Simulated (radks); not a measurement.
The numbers below are computed, except where a source is named.
Task: Mg VII, 6 electrons, occupied as [He] 2s2 2p2. Level of theory: Dirac Kohn-Sham, BLYP, spin-unpolarised, spherical densities, point nucleus; open shells are shared between the two j in proportion to 2j + 1 (a radial shooting solver on a logarithmic mesh with Libxc functionals). Some entries of the table are withheld. Estimate them.

| orbital | occ. | eigenvalue (eV) | <r^2> (bohr^2) |
|---|---|---|---|
| 1s1/2 | 2 | (1) | (2) |
| 2s1/2 | 2 | -231.1613 | 0.4351 |
| 2p1/2 | 0.666667 | (3) | (4) |
| 2p3/2 | 1.33333 | (5) | (6) |

Result: 
(1) 1s1/2 eigenvalue (eV): -1458.216
(2) 1s1/2 <r^2> (bohr^2): 0.02281
(3) 2p1/2 eigenvalue (eV): -203.1036
(4) 2p1/2 <r^2> (bohr^2): 0.3670
(5) 2p3/2 eigenvalue (eV): -202.6610
(6) 2p3/2 <r^2> (bohr^2): 0.3687
